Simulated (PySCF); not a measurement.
CH8O3Si2, SMILES O[C@H]([SiH3])[SiH](O)O.

Coordinates come from a r2SCAN-D4/def2-SVP optimisation. The structure was generated by enumeration; whether it is a known compound was not checked. Other conformers were not sampled.

Two levels are set side by side: TDA-PBE/def2-SVPD (PySCF) and TDA-ωB97X/def2-SVPD (PySCF). Vertical, same geometry. The lowest singlet is HOMO→LUMO 99 % with PBE and HOMO→LUMO+1 49 %, HOMO→LUMO 17 %, HOMO→LUMO+2 12 % with the other functional; states are paired by order. Differences are taken from unrounded values.

```json
[
 {"quantity": "lowest singlet excitation (eV)", "TDA-ωB97X": "7.13", "TDA-PBE": "5.24", "TDA-PBE minus TDA-ωB97X": "-1.89"},
 {"quantity": "lowest triplet excitation (TDA) (eV)", "TDA-ωB97X": "6.74", "TDA-PBE": "5.13", "TDA-PBE minus TDA-ωB97X": "-1.61"}
]
```

Functionals without exact exchange tend to place singlet excitations lower, as here. Differences between two approximate levels are no errors against the true value.

Rough cost on one machine, each run with all the roots and properties that it gave: TDA-ωB97X against TDA-PBE about 6 times.
